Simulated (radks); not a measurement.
Initial-state core-level shifts of the dysprosium ion Dy+ when its valence configuration changes from [Xe] 4f10 6s1. All-electron calculation, scalar-relativistic Kohn-Sham, r2SCAN, spin-polarised, spherical densities, finite nucleus; open shells are filled with parallel spins first (spin-orbit coupling, left out, can overturn this in heavy ions); meta-GGA in the generalised Kohn-Sham scheme; Fermi nuclear charge, rms radius 5.2218 fm. Program: a radial shooting solver on a logarithmic mesh with Libxc functionals. Shifts are changes of the shell-averaged eigenvalues in eV (positive: less bound); the change of the density at the nucleus, which sets a Mossbauer isomer shift, is in e/bohr^3, on a base of 7.773e+05.

\begin{tabular}{lrrrrr}
valence & 1s & 3s & 4p & 4d & density at nucleus \\ \hline
4f9.5 6s1 6p0.5 & -4.734 & -5.322 & -5.135 & -5.032 & +18.13 \\
4f9 6s2 & -8.930 & -10.230 & -9.761 & -9.529 & +80.49 \\
4f10 5d1 & +1.652 & +1.657 & +1.704 & +1.728 & -36.58 \\
4f9.5 5d0.5 6s1 & -3.044 & -3.634 & -3.424 & -3.308 & +16.33 \\
4f9 5d1 6s1 & -6.353 & -7.632 & -7.129 & -6.874 & +34.53 \\
4f9 5d0.5 6s1.5 & -7.665 & -8.956 & -8.469 & -8.224 & +55.61 \\
4f10 6p1 & -1.337 & -1.296 & -1.311 & -1.317 & -34.53 \\
4f9.5 6s1.5 & -4.258 & -4.855 & -4.665 & -4.561 & +36.33 \\
4f9 6s1.5 6p0.5 & -9.512 & -10.806 & -10.338 & -10.104 & +60.00 \\
\end{tabular}
